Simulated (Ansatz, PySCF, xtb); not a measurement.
Gas-phase reaction in SMILES: OB(O)P [phosphanylboronic acid] + 3 [H][H] (H2) → B (BH3) + 2 O (H2O) + P (PH3)
Each molecule is optimised on its own at B3LYP-D3(BJ)/def2-TZVP (Ansatz, an electronic-structure program), one conformer each, not searched for the lowest.
Geometry of the first species:
SMILES: OB(O)P
```xyz
8

O     -0.9983     1.3381     0.3178
B     -0.4900     0.0832     0.1146
O     -1.3400    -0.9763     0.1824
P      1.3505    -0.2649    -0.4092
H     -0.3561     2.0512     0.2737
H     -2.2486    -0.7129     0.3768
H      1.9496     0.6882     0.4541
H      1.5537    -1.3628     0.4590
```
Charge 0, spin multiplicity 1.

Property: energy of full hydrogenation (enthalpy at 298 K, with B3LYP-D3(BJ) rigid-rotor harmonic-oscillator terms from PySCF), in kcal/mol. Cores are frozen in the correlated levels unless marked. Spin-orbit coupling is left out. Non-relativistic. CBS marks a two-point X^-3 extrapolation of the correlation energy; Hartree-Fock from the larger set.

```json
[
 {"level": "GFN1-xTB", "program": "xtb", "energy of full hydrogenation (kcal/mol)": "47.4"},
 {"level": "PBE-D3(BJ)/def2-TZVPD", "program": "Ansatz + dftd3", "energy of full hydrogenation (kcal/mol)": "64.5"},
 {"level": "B3LYP-D4/def2-TZVPD", "program": "Ansatz + dftd4", "energy of full hydrogenation (kcal/mol)": "62.0"},
 {"level": "BHLYP/def2-TZVPD", "program": "Ansatz", "energy of full hydrogenation (kcal/mol)": "56.8"},
 {"level": "LC-wPBE/def2-TZVPD", "program": "Ansatz", "energy of full hydrogenation (kcal/mol)": "59.9"},
 {"level": "MP2/STO-3G", "program": "Ansatz", "energy of full hydrogenation (kcal/mol)": "106.6"},
 {"level": "MP2/aug-cc-pV(D+d)Z", "program": "Ansatz", "energy of full hydrogenation (kcal/mol)": "54.2"}
]
```

Question: Predict the CCSD(T)/CBS(aug-cc-pV(T+d)Z,aug-cc-pV(Q+d)Z) result (Ansatz).

Answer: 61.4 kcal/mol, so MP2/aug-cc-pV(D+d)Z differs from it by -7.2 kcal/mol.
